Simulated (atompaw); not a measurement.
## How hard is this promethium (Pm) PAW (atompaw) potential?

```json
{
  "Element": "promethium",
  "Generator": "atompaw 4.2.0.5",
  "Type": "PAW",
  "Functional": "PBE",
  "Relativity": "scalar-relativistic",
  "Frozen core": "[Kr] 4d10",
  "Valence charge": "15",
  "Reference configuration": "4f5 5s2 5p6 5d0 6s0 6p0 (charge +2)",
  "Partial waves": "5s (bound): rc 2.60 bohr; 6s (bound, empty): rc 3.00 bohr; 5p (bound): rc 2.85 bohr; 6p (bound, empty): rc 3.00 bohr; 5d (bound, empty): rc 3.00 bohr; 5d channel at 0.35 Ry: rc 3.00 bohr; 4f (bound): rc 0.90 bohr; 4f channel at 0.45 Ry: rc 0.90 bohr",
  "Local potential": "vpsmatchnc scheme with l = 4 at 0 Ry, radius 2.55 bohr",
  "Core correction": "smooth core density matched at 2.95 bohr",
  "Augmentation charge": "gaussian compensation charge, radius 2.60 bohr; PAW radius 3.00 bohr; waves and projectors: custom polynom vanderbiltortho"
}
```

The pseudo-atom Hamiltonian at the reference potential is diagonalised in spherical Bessel functions j_l(qr) that vanish at 20 bohr, with q² up to the cutoff. All-electron valence levels (Ry): 5s -4.0460, 6s -0.9987, 5p -2.6293, 6p -0.7142, 5d -0.9999, 4f -1.1165.

Problem. How do the lowest levels (Ry) of each channel move with the cutoff, and are there ghosts?

Solution.

```tsv
cutoff (Ry)	s #1	s #2	p #1	p #2	d #1	f #1	Σ f·Δε (mRy)
8	-4.0453	-0.9985	-2.6253	-0.7139	-0.9965	-0.3033	4091.4
18	-4.0460	-0.9987	-2.6293	-0.7142	-0.9998	-0.3114	4025.4
35	-4.0460	-0.9987	-2.6293	-0.7142	-0.9999	-0.3159	4002.4
55	-4.0460	-0.9987	-2.6293	-0.7142	-0.9999	-0.3192	3985.8
90	-4.0460	-0.9987	-2.6293	-0.7143	-0.9999	-0.7268	1947.9
140	-4.0460	-0.9987	-2.6293	-0.7143	-0.9999	-1.1062	50.8
230	-4.0460	-0.9987	-2.6293	-0.7143	-0.9999	-1.1150	7.0
400	-4.0460	-0.9987	-2.6293	-0.7143	-0.9999	-1.1164	0.0
```

Result: no extra level below or beside the all-electron valence levels (s, p, d, f tested); 10 mRy is reached at 230 Ry and 1 mRy at over 300 Ry.
